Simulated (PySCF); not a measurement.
H2OSn, SMILES [SnH][OH] (connectivity only; charge and spin as stated), neutral, multiplicity 1.

Geometry: B3LYP-D3(BJ)/def2-TZVP. The def2 effective core potentials stand for the cores of Sn; spin–orbit coupling is left out.

These are M06-2X/def2-TZVPD (PySCF) values and carry that method's errors.

Symmetry labels are those of the subgroup Cs that the program uses (full group Cs).

Computed valence orbital energies around the gap with their symmetry:
```json
[
 {"orbital": "HOMO−7", "symmetry": "A\"", "energy (eV)": "-31.37"},
 {"orbital": "HOMO−6", "symmetry": "A'", "energy (eV)": "-31.15"},
 {"orbital": "HOMO−5", "symmetry": "A'", "energy (eV)": "-28.83"},
 {"orbital": "HOMO−4", "symmetry": "A'", "energy (eV)": "-15.35"},
 {"orbital": "HOMO−3", "symmetry": "A'", "energy (eV)": "-13.17"},
 {"orbital": "HOMO−2", "symmetry": "A\"", "energy (eV)": "-10.46"},
 {"orbital": "HOMO−1", "symmetry": "A'", "energy (eV)": "-10.20"},
 {"orbital": "HOMO", "symmetry": "A'", "energy (eV)": "-7.88"},
 {"orbital": "LUMO", "symmetry": "A\"", "energy (eV)": "-1.76"},
 {"orbital": "LUMO+1", "symmetry": "A'", "energy (eV)": "-0.08"},
 {"orbital": "LUMO+2", "symmetry": "A'", "energy (eV)": "0.53"},
 {"orbital": "LUMO+3", "symmetry": "A'", "energy (eV)": "1.25"}
]
```
